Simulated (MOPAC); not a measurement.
Job for MOPAC: PM3 on CdH2OSe (SMILES [OH][Cd][SeH]), a point of a bond scan (R = 4.714 Å).

```
PM3 1SCF PRECISE CHARGE=0 THREADS=1
CdH2OSe

Cd     0.43542349 1    -0.58659809 1    -0.10571507 1
O      1.50138246 1    -2.22921268 1    -0.45382337 1
H      2.37931999 1    -2.19685356 1    -0.05914469 1
Se    -0.99187593 1     1.39292813 1     0.21517457 1
H     -2.83203343 1    -0.41578006 1     4.16059959 1
```

The log:

```
*******************************************************************************
 **                                                                           **
 **                              MOPAC v23.2.5                                **
 **                                                                           **
 *******************************************************************************
 ** MOPAC's Digital Object Identifier: https://doi.org/10.5281/zenodo.6511958 **
 **                                                                           **
 ** Please cite the open-source release paper for use of this MOPAC version:  **
 ** J. E. Moussa and J. J. P. Stewart (2026)                                  **
 ** MOPAC: An open-source semiempirical molecular orbital program             **
 ** J. Open Source Softw., 11(119), 8025, https://doi.org/10.21105/joss.08025 **
 *******************************************************************************

                              PM3 CALCULATION RESULTS

 *******************************************************************************
 *  PM3        - The PM3 Hamiltonian to be used
 *
 *
 *
 *                 CHARGE ON SYSTEM = 0
 *
 *
 *
 *  PRECISE    - TIGHTER CRITERIA TO BE USED
 *  1SCF       - DO 1 SCF AND THEN STOP
 *  THREADS=1  - MULTI-THREADING NOT USED
 *  T=         - A TIME OF 172800.0 SECONDS REQUESTED
 *  DUMP=N     - RESTART FILE WRITTEN EVERY 7200.0 SECONDS REQUESTED
 *******************************************************************************
PM3 1SCF PRECISE CHARGE=0 THREADS=1
 CdH2OSe

   ATOM   CHEMICAL          X               Y               Z
  NUMBER   SYMBOL      (ANGSTROMS)     (ANGSTROMS)     (ANGSTROMS)

     1      Cd          0.43542349  *  -0.58659809  *  -0.10571507  *
     2       O          1.50138246  *  -2.22921268  *  -0.45382337  *
     3       H          2.37931999  *  -2.19685356  *  -0.05914469  *
     4      Se         -0.99187593  *   1.39292813  *   0.21517457  *
     5       H         -2.83203343  *  -0.41578006  *   4.16059959  *



          CARTESIAN COORDINATES

    NO.       ATOM           X           Y           Z

     1        Cd          0.4354     -0.5866     -0.1057
     2         O          1.5014     -2.2292     -0.4538
     3         H          2.3793     -2.1969     -0.0591
     4        Se         -0.9919      1.3929      0.2152
     5         H         -2.8320     -0.4158      4.1606

  H: (PM3): J. J. P. STEWART, J. COMP. CHEM. 10, 209 (1989).
  O: (PM3): J. J. P. STEWART, J. COMP. CHEM. 10, 209 (1989).
 Se: (PM3): J. J. P. STEWART, J. COMP. CHEM. 12, 320-341 (1991).
 Cd: (PM3): J. J. P. STEWART, J. COMP. CHEM. 12, 320-341 (1991).

           Empirical Formula: H2 O Cd Se  =     5 atoms



      MOLECULAR POINT GROUP   :   C1


      RHF CALCULATION, NO. OF DOUBLY OCCUPIED LEVELS = 8



 ALL CONVERGERS ARE NOW FORCED ON
 SHIFT=10, PULAY ON, CAMP-KING ON
 AND ITERATION COUNTER RESET



 -------------------------------------------------------------------------------
 PM3 1SCF PRECISE CHARGE=0 THREADS=1
 CdH2OSe



     1SCF WAS SPECIFIED, SO BFGS WAS NOT USED
     SCF FIELD WAS ACHIEVED


                              PM3 CALCULATION
                                                       MOPAC v23.2.5 Linux




          FINAL HEAT OF FORMATION =        172.23629 KCAL/MOL =     720.63666 KJ/MOL


          COSMO AREA              =        127.93 SQUARE ANGSTROMS
          COSMO VOLUME            =         96.05 CUBIC ANGSTROMS

          IONIZATION POTENTIAL    =          8.090264 EV
          HOMO LUMO ENERGIES (EV) =         -8.090 -4.923
          NO. OF FILLED LEVELS    =          8
          MOLECULAR WEIGHT        =        209.3852         POINT GROUP:  C1

          MOLECULAR DIMENSIONS (Angstroms)

            Atom       Atom       Distance
            H     5    H     3     6.93806
           Se     4    H     5     3.34936
            H     3    O     2     0.78741


          SCF CALCULATIONS        =          1





   ATOM   CHEMICAL          X               Y               Z
  NUMBER   SYMBOL      (ANGSTROMS)     (ANGSTROMS)     (ANGSTROMS)

     1      Cd          0.43542349  *  -0.58659809  *  -0.10571507  *
     2       O          1.50138246  *  -2.22921268  *  -0.45382337  *
     3       H          2.37931999  *  -2.19685356  *  -0.05914469  *
     4      Se         -0.99187593  *   1.39292813  *   0.21517457  *
     5       H         -2.83203343  *  -0.41578006  *   4.16059959  *

                             CARTESIAN COORDINATES

   1   Cd        0.435423490    -0.586598090    -0.105715070
   2    O        1.501382460    -2.229212680    -0.453823370
   3    H        2.379319990    -2.196853560    -0.059144690
   4   Se       -0.991875930     1.392928130     0.215174570
   5    H       -2.832033430    -0.415780060     4.160599590


           Empirical Formula: H2 O Cd Se  =     5 atoms



      MOLECULAR POINT GROUP   :   C1


                  EIGENVALUES
 -33.01720 -16.03632 -13.91770 -11.39279 -10.02024  -9.55804  -8.87767  -8.09026
  -4.92303  -0.11140   6.90241  20.84213  20.85748  21.86067


              NET ATOMIC CHARGES AND DIPOLE CONTRIBUTIONS

  ATOM NO.   TYPE          CHARGE      No. of ELECS.   s-Pop       p-Pop
    1         Cd           1.198480        0.8015     0.73126     0.07026
    2          O          -0.867042        6.8670     1.84411     5.02293
    3          H           0.154630        0.8454     0.84537
    4         Se          -0.589542        6.5895     1.97131     4.61823
    5          H           0.103473        0.8965     0.89653
 DIPOLE           X         Y         Z       TOTAL
 POINT-CHG.    -0.578     0.124     2.696     2.760
 HYBRID         0.756    -0.317     0.256     0.859
 SUM            0.178    -0.192     2.952     2.964


          ATOMIC ORBITAL ELECTRON POPULATIONS

     Atom    s        px        py        pz
    1 Cd   0.73126   0.02193   0.04260   0.00572
    2  O   1.84411   1.37429   1.80652   1.84212
    3  H   0.84537
    4 Se   1.97131   1.70812   1.54221   1.36790
    5  H   0.89653

 **********************
 *                    *
 * JOB ENDED NORMALLY *
 *                    *
 **********************




 == MOPAC DONE ==
```

The run finished.

Cost: around 0.11 core-seconds (rough).
